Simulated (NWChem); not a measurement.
System: C2H2F, doublet; SMILES [CH]=CF

```xyz
5

C      0.1712     1.2624     0.0000
C     -0.4310     0.0966     0.0000
F      0.2152    -1.0753     0.0000
H      1.1569     1.7188     0.0000
H     -1.5201    -0.0278     0.0000
```
Atoms are numbered in this order, from 1.

Computed with NWChem. Spin-unrestricted. Spin-contaminated determinants: UHF/pcJ-1 (<S²> = 0.95). In the optimisation the excess spin sits in a' (Cs, its own frame). Structure relaxed at the PBE0/def2-SVP, spin-unrestricted level. No stability test was run on the SCF state. Fermi-contact couplings, non-relativistic, static geometry.

```csv
level,A(iso) 13C atom 1 (MHz),A(iso) 13C atom 2 (MHz),A(iso) 19F atom 3 (MHz),A(iso) 1H atom 4 (MHz),A(iso) 1H atom 5 (MHz),<S²>
CAM-B3LYP/pcJ-1,(withheld),(withheld),(withheld),(withheld),(withheld),0.761
UHF/pcJ-1,494,-94.8,127,-87.2,100.4,0.955
TPSSh/IGLO-II,323,45.0,242,5.6,46.4,0.765
PBE/IGLO-II,300,55.3,288,3.5,45.9,0.758
```

**Question.** Fill in the missing entries.

**Answer.** 
- CAM-B3LYP/pcJ-1, A(iso) 13C atom 1 (MHz): 319
- CAM-B3LYP/pcJ-1, A(iso) 13C atom 2 (MHz): 46.8
- CAM-B3LYP/pcJ-1, A(iso) 19F atom 3 (MHz): 256
- CAM-B3LYP/pcJ-1, A(iso) 1H atom 4 (MHz): 8.9
- CAM-B3LYP/pcJ-1, A(iso) 1H atom 5 (MHz): 52.0
